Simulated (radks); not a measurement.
Cs, 55 electrons, occupied as [Xe] 6s1 (the NIST ground configuration). Calculated with a radial shooting solver on a logarithmic mesh with Libxc functionals: non-relativistic Kohn-Sham, PBE, spin-polarised, spherical densities, point nucleus; open shells are filled with parallel spins first (spin-orbit coupling, left out, can overturn this in heavy ions); relativity is left out, which matters for an element this heavy.

Normalised radial functions P(r) = r R(r), r in bohr:

r,5p down,6s up
0.0009117,0.0002,0.0050
0.001462,0.0006,0.0078
0.002343,0.0015,0.0118
0.003787,0.0038,0.0176
0.006071,0.0091,0.0246
0.009733,0.0212,0.0313
0.0156,0.0462,0.0330
0.02502,0.0906,0.0214
0.04043,0.1496,-0.0109
0.06481,0.1715,-0.0491
0.1039,0.0590,-0.0415
0.1666,-0.1833,0.0414
0.2671,-0.2117,0.0725
0.4282,0.2107,-0.0667
0.692,0.3336,-0.0878
1.109,-0.3434,0.1462
1.779,-0.7937,0.1421
2.851,-0.4906,-0.2138
4.571,-0.1168,-0.4572
7.387,-0.0080,-0.3355
11.84,-0.0001,-0.0915
18.99,0.0000,-0.0064

5p down: eigenvalue -13.574 eV, 3 radial nodes at r = 0.118, 0.350, 0.904 bohr, <r> = 2.10 bohr, 90 % of the charge inside 3.10 bohr. 6s up: eigenvalue -2.193 eV, 5 radial nodes at r = 0.0354, 0.136, 0.355, 0.841, 2.20 bohr, <r> = 5.83 bohr, 90 % of the charge inside 8.61 bohr.
